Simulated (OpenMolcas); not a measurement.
C3H12AlN (SMILES C[N+](C)(C)[AlH3-]): the dipole moment, rung by rung

C3H12AlN has 17 atoms, charge 0, and is taken as a singlet. As SMILES, `C[N+](C)(C)[AlH3-]`. The shape is that of a PBE0-D4/def2-TZVP optimisation.

Each level gives the dipole moment (D). The values are calculated.

```csv
level,kind,program,value (D),CPU time
HF/6-31G* (spherical functions),Hartree–Fock,OpenMolcas,5.52,10 s
BLYP/6-31G* (spherical functions),GGA,OpenMolcas,5.36,67 s
PBE/6-31G* (spherical functions),GGA,OpenMolcas,5.36,67 s
revPBE/6-31G* (spherical functions),GGA,OpenMolcas,5.38,66 s
M06-L/6-31G* (spherical functions),meta-GGA,OpenMolcas,5.24,82 s
B3LYP/6-31G* (spherical functions),global hybrid,OpenMolcas,5.39,67 s
M06-2X/6-31G* (spherical functions),hybrid meta-GGA,OpenMolcas,5.41,82 s
PBE0/6-31G* (spherical functions),global hybrid,OpenMolcas,5.40,67 s
```

The values span 5.24 to 5.52 D. Magnitudes only. Times are those of the runs behind each value, whatever else they computed, on shared processors of several kinds: orders of magnitude only.
